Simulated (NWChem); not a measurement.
# C3Cl2F2; SMILES FC(F)=C=C(Cl)Cl

Results from NWChem. Pople sets run with spherical d functions. STO-3G and 3-21G are far too small for this property and stand as cheap habits. Geometry: optimised at PBE-D3(BJ)/def2-SVP. Field at 589 nm.

For level B3LYP/STO-3G:

```
Item                              Result
--------------------------------  ------
isotropic polarisability (bohr³)    33.7
anisotropy (bohr³)                  47.7
```

Question: How do the values read with level B3LYP/6-31G* instead?

Answer: 
| Property | Result |
|---|---|
| isotropic polarisability (bohr³) | 57.8 |
| anisotropy (bohr³) | 57.8 |
